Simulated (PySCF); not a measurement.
## Debugging a PySCF script (SrCl⁺)

```python
from pyscf import gto, scf, mp

mol = gto.M(
    atom='Sr 0 0 0; Cl 0 0 2.585',
    basis='crenbl',
    ecp={'Sr': 'crenbl', 'Cl': 'crenbl'},
    charge=1,
    spin=0,
    verbose=4,
)
mf = scf.RHF(mol)
mf.level_shift = -0.2
mf.kernel()
mp.MP2(mf).kernel()
mf.dip_moment()
print('orbital energies (hartree):', mf.mo_energy[..., max(0, mol.nelec[1]-3):mol.nelec[0]+3].round(4))
```

```bash
$ OMP_NUM_THREADS=1 python input.py
```

The log, shortened:

```
[earlier lines left out]
cycle= 9 E= -44.843845437377  delta_E= -0.0139  |g|= 0.121  |ddm|= 1.76
cycle= 10 E= -44.8325684419262  delta_E= 0.0113  |g|= 0.225  |ddm|= 1.74
[30 cycles left out]
cycle= 41 E= -44.8387434768069  delta_E= 0.00744  |g|= 0.13  |ddm|= 1.75
cycle= 42 E= -44.8453134455941  delta_E= -0.00657  |g|= 0.161  |ddm|= 1.76
cycle= 43 E= -44.8393450788287  delta_E= 0.00597  |g|= 0.128  |ddm|= 1.76
cycle= 44 E= -44.8447276754438  delta_E= -0.00538  |g|= 0.165  |ddm|= 1.76
cycle= 45 E= -44.8405128755324  delta_E= 0.00421  |g|= 0.127  |ddm|= 1.75
cycle= 46 E= -44.8444993730895  delta_E= -0.00399  |g|= 0.165  |ddm|= 1.75
cycle= 47 E= -44.8393227939329  delta_E= 0.00518  |g|= 0.13  |ddm|= 1.76
cycle= 48 E= -44.8443266156732  delta_E= -0.005  |g|= 0.167  |ddm|= 1.77
cycle= 49 E= -44.8397050612435  delta_E= 0.00462  |g|= 0.128  |ddm|= 1.76
cycle= 50 E= -44.845848126777  delta_E= -0.00614  |g|= 0.157  |ddm|= 1.75
SCF not converged.
SCF energy = -44.845848126777

******** <class 'pyscf.mp.mp2.RMP2'> ********
nocc = 8, nmo = 36
Init E(MP2) = -0.0786359050982295
cycle = 1  E_corr(MP2) = -0.078878740264603  dE = -0.000242835166  norm(t2) = 0.00180081
cycle = 2  E_corr(MP2) = -0.0788849250611544  dE = -6.18479655e-06  norm(t2) = 4.07902e-05
cycle = 3  E_corr(MP2) = -0.0788849858423169  dE = -6.07811625e-08  norm(t2) = 8.16138e-07
E(RMP2) = -44.9247331126194  E_corr = -0.0788849858423169
E(SCS-RMP2) = -44.9256720428885  E_corr = -0.0798239161114249
E_corr(same-spin) = -0.0171208464223331
E_corr(oppo-spin) = -0.0617641394199838

WARN: System has nonzero charge 1; the dipole moment is origin-dependent.
Location of origin: [0. 0. 0.]

Dipole moment(X, Y, Z, Debye):  0.00000, -0.00000, -5.34509
orbital energies (hartree): [-0.5776 -0.5634 -0.5634 -0.38   -0.3207 -0.3207]
```

Q: Which setting is at fault, why, and what does a mended input give?

A: The level shift (hartree) (-0.2): a negative shift narrows the gap and lets the occupation swap. With this edit
```diff
- mf.level_shift = -0.2
```
the run finishes: E(SCF) = -44.885567 Eh, 8 cycles, E(MP2) − E(SCF) = -0.06478 Eh.

Stability towards an unrestricted solution was not tested. The bond length is a typed value, not an optimised one. The dipole of an ion depends on the origin.
